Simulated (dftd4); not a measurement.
C2H5N, triplet, geometry from GFN2-xTB (a higher spin typed on purpose: for a closed-shell molecule this is an excited state); dftd4 with D4 for bp86.

Here is a job for dftd4.
```
$ dftd4 mol.xyz --func bp86 --charge 0 --json dftd4.json --noedisp --grad

# file mol.xyz
8

C      1.18220412    -0.18704546     0.00761715
N     -0.13698691     0.02812507     0.44949271
C     -1.19713933     0.18377426    -0.35550450
H      1.53745989     0.64718989    -0.61480816
H      1.83221410    -0.29239572     0.87664903
H      1.25623146    -1.08844880    -0.61795110
H     -1.93125172    -0.61564286    -0.33659213
H     -1.64613406     1.17204923    -0.36642255
```

It wrote (shortened):

```
                    ____  _____ _____     ____  _  _
      -------------|  _ \|  ___|_   _|---|  _ \| || |------------
     |             | | | | |_    | | ___ | | | | || |_           |
     |             | |_| |  _|   | ||___|| |_| |__   _|          |
     |             |____/|_|     |_|     |____/   |_|            |
     |             ===================================           |
     |            E. Caldeweyher, S. Ehlert & S. Grimme          |
     |          Mulliken Center for Theoretical Chemistry        |
     |                    University of Bonn                     |
      -----------------------------------------------------------

Rational (Becke-Johnson) damping: bp86-D4-ATM
---------------------
  s6         1.0000
  s8         3.3550
  s9         1.0000
  a1         0.4365
  a2         4.9241
 alp        16.0000
--------------------

Dispersion energy:      -4.3258587036818E-03 Eh

Gradient norm:           2.7677406941474E-04 Eh/a0
--------------------------------------------------
     #    Z           dE/dx      dE/dy      dE/dz
--------------------------------------------------
     1    6 C     1.884E-04 -3.002E-05 -2.514E-05
     2    7 N    -1.083E-05  2.248E-06  3.182E-05
     3    6 C    -1.680E-04  2.589E-05 -4.261E-05
     4    1 H     2.659E-05 -4.345E-06  1.270E-05
     5    1 H     3.191E-05 -4.903E-06  1.416E-05
     6    1 H     2.652E-05 -3.753E-06  1.268E-05
     7    1 H    -4.855E-05 -4.496E-07 -1.673E-06
     8    1 H    -4.609E-05  1.533E-05 -1.934E-06
--------------------------------------------------

Virial:
--------------------------------------------------
      component           x          y          z
--------------------------------------------------
          x       1.375E-03 -2.108E-04  1.602E-04
          y      -2.108E-04  5.931E-05 -2.494E-05
          z       1.602E-04 -2.494E-05  5.159E-05
--------------------------------------------------

[Info] Dispersion results written to 'dftd4.txt'
[Info] JSON dump of results written to 'dftd4.json'
```
